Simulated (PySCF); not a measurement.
## `C[Se][C@H]1CC[S@@]1=O`, C₄H₈OSSe

Cartesian coordinates in Å; atom numbers follow the order of the lines, from 1:
```xyz
15

C     2.7035   -0.1232   -0.2027
Se    1.4790    0.9920    0.8445
C    -0.1131    0.6184   -0.2427
C    -0.6739   -0.7990   -0.1954
C    -2.1401   -0.3881   -0.1990
S    -1.7194    1.3263    0.4145
O    -2.2231    2.3118   -0.5301
H     2.3762   -1.1585   -0.1572
H     3.6911   -0.0247    0.2390
H     2.7181    0.2330   -1.2297
H     0.0443    0.9993   -1.2527
H    -0.4071   -1.2871    0.7433
H    -0.3689   -1.4426   -1.0220
H    -2.5676   -0.3061   -1.1942
H    -2.8033   -0.9435    0.4571
```

Method: PySCF 2.14.0, TDDFT wB97X-D/aug-cc-pVDZ circular dichroism and optical rotation, one conformer, gas phase. Geometry: GFN2-xTB.

The molecule is flexible and this is one conformer; a measurement averages over conformers. The calculation is non-relativistic, which matters for the atoms heavier than Zn.

Stereocentres: C3 S, S6 S.

Question: What is the specific rotation at 633, 589.3, 546, 436, 405, 365, 355 nm?

Answer: [α] in deg dm⁻¹ (g/mL)⁻¹:
| λ (nm) | origin-invariant length gauge | modified velocity gauge | length gauge (centre of mass) | isotropic polarisability (au) |
| --- | --- | --- | --- | --- |
| 633 | +276.2 | +273.9 | +278.3 | 103.4 |
| 589.3 | +324.8 | +322.1 | +327.3 | 103.9 |
| 546 | +387.5 | +384.3 | +390.5 | 104.5 |
| 436 | +672.9 | +667.6 | +678.1 | 107.1 |
| 405 | +818.4 | +812.3 | +824.8 | 108.4 |
| 365 | +1100.6 | +1093.6 | +1109.3 | 110.6 |
| 355 | +1197.8 | +1190.8 | +1207.3 | 111.3 |

Question: And for the mirror image at 589.3 nm?

Answer: -324.8 deg dm⁻¹ (g/mL)⁻¹ (origin-invariant length gauge): the same size and the opposite sign.

Question: What is the molar rotation [Φ] = [α]·M/100 of the geometry above at 589.3 nm?

Answer: With M = 183.14 g/mol, +594.9 deg cm² dmol⁻¹ (origin-invariant length gauge).

The first excitation lies at 4.64 eV (267 nm) with R = +3.1 × 10⁻⁴⁰ esu² cm² (velocity form).
